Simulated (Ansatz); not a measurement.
```yaml
atoms:
  - { symbol: S, position_ang: [0.0000, 0.0000, -0.4010] }
  - { symbol: O, position_ang: [0.0000, 1.3505, 0.4010] }
  - { symbol: O, position_ang: [0.0000, -1.3505, 0.4010] }
```

Basis set: def2-TZVP (spherical functions). Correlated methods keep 7 orbitals frozen. Charge 0, multiplicity 1.

Computed with Ansatz (development build ahead of 0.2.0); each method stands on the lowest determinant of its kind that the runs found. Restricted open shells among the atoms or ions are ROHF, correlated in semicanonical orbitals with singles.

The atomization energy at this shape (free ground-state atoms in the same class of orbitals less the molecule, no zero-point energy) of singlet SO2:

| method | atomization energy |
| --- | --- |
| RHF-MP2 | 10.84 eV |

**Question.** What does RHF give?

**Answer.** 3.27 eV. Caution: in another basis set an unrestricted determinant lies well below; the shape is not the minimum.
